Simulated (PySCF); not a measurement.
Cl2H2OSSi. Atoms are numbered in the order given.

```xyz
7

O      0.5475    -1.4063    -1.1718
Si     0.0802    -0.1999    -0.1607
S      1.6597     1.1813     0.0431
Cl    -1.6448     0.6352    -0.9143
Cl    -0.3385    -0.8827     1.7242
H     -0.1468    -1.9642    -1.5393
H      1.8041     1.3190    -1.2948
```
Charge 0, spin multiplicity 1.

Coordinates come from a PBE0-D3(BJ)/def2-SVP optimisation. The structure was generated by enumeration, and PubChem lists no compound with its InChIKey, so it may never have been made. One conformer was computed; it need not be the lowest.

These are PBE/pcSseg-1 (PySCF) values and carry that method's errors.

GIAO shieldings, no solvent; atoms listed in one row are averaged. δ = σ(ref) − σ: ¹⁷O against H2O (σ = 334.3 ppm); ²⁹Si against TMS (σ = 335.4 ppm); ³³S against H2S (σ = 706.5 ppm); ³⁵Cl against HCl (σ = 936.5 ppm); ¹H against TMS (σ = 31.49 ppm), references at their B3LYP-D3(BJ)/def2-TZVP geometries, non-relativistic (without spin–orbit terms, shifts of atoms bonded to Cl or Br come out too high).

Computed chemical shifts:
```tsv
nucleus	atoms	count	δ (ppm)
¹⁷O	O1	1	122.2
²⁹Si	Si2	1	11.0
³³S	S3	1	79.6
³⁵Cl	Cl4	1	190.0
³⁵Cl	Cl5	1	165.7
¹H	H6	1	2.98
¹H	H7	1	1.73
```
